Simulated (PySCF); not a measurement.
**SMILES Oc1cnoc1S, C₃H₃NO₂S**

Geometry:
| atom | x (Å) | y (Å) | z (Å) |
| --- | --- | --- | --- |
| O1 | -1.321 | 1.492 | 0.209 |
| C2 | -0.634 | 0.332 | 0.205 |
| C3 | -1.058 | -0.906 | 0.746 |
| N4 | -0.149 | -1.825 | 0.573 |
| O5 | 0.893 | -1.257 | -0.075 |
| C6 | 0.612 | 0.040 | -0.301 |
| S7 | 1.788 | 1.033 | -1.132 |
| H8 | -0.807 | 2.183 | -0.225 |
| H9 | -1.979 | -1.128 | 1.242 |
| H10 | 2.663 | 0.044 | -1.264 |

The calculation used PySCF 2.14.0, GIAO BHandHLYP/pcSseg-1 magnetisability, rotational g tensor and spin-rotation constants, non-relativistic, gas phase. Geometry: GFN2-xTB.

**Question.** What are the magnetisability and the molar susceptibility?

**Answer.** Isotropic -1046 × 10⁻³⁰ J/T², or -63.0 × 10⁻⁶ cm³/mol; principal values -1367, -921, -850 × 10⁻³⁰ J/T², anisotropy 485 × 10⁻³⁰ J/T² (root of half the summed squared differences of the principal values). The susceptibility is in cgs units.

**Question.** Split it along the inertial axes a, b, c into diamagnetic and paramagnetic parts about the centre of mass, with the quadrupole moment.

**Answer.** 
```tsv
axis	χ (10⁻⁶ cm³/mol)	diamagnetic (10⁻⁶ cm³/mol)	paramagnetic (10⁻⁶ cm³/mol)	summed x² of all electrons (Å²)	quadrupole Θ (D Å)
a	-54.4	-403.5	349.2	135.3	+6.20
b	-52.3	-617.8	565.5	84.8	-2.67
c	-82.3	-933.6	851.3	10.3	-3.53
```
Anisotropies 2χaa − χbb − χcc = +25.8 and 2χbb − χaa − χcc = +32.1 × 10⁻⁶ cm³/mol. Θ is traceless in Buckingham's convention.

**Question.** And the rotational g tensor?

**Answer.** 
| axis | rotational constant (GHz) | g | nuclear part | electronic part |
| --- | --- | --- | --- | --- |
| a | 3.5730 | -0.0551 | 0.5310 | -0.5861 |
| b | 2.1130 | -0.0295 | 0.5319 | -0.5614 |
| c | 1.3278 | +0.0005 | 0.5315 | -0.5310 |

Asymmetric top; isotopes 12C, 1H, 14N, 16O, 32S; no vibrational averaging.
